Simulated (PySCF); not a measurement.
Al(F)(Me)(NCO) (C₂H₃AlFNO), SMILES C(=O)=[N][Al]([CH3])[F].

Geometry optimised at r2SCAN-D4/def2-SVP. The structure was generated by enumeration; whether it is a known compound was not checked. Other conformers were not sampled.

All values below come from ωB97X/def2-TZVP (PySCF).

Computed frontier levels, gap, dipole moment and polarisability:
```yaml
highest_occupied_level: -11.08 eV
lowest_empty_level: 1.12 eV
orbital_gap: 12.20 eV
dipole_moment: 2.77 D
quadrupole, principal values (traceless, Buckingham form, about the centre of nuclear charge): -12.03, 1.71, 10.32 D·Å
mean_static_polarisability: 52.6 bohr³ (7.80 Å³)
polarisability_principal_values: 38.2, 43.7, 75.9 bohr³
```
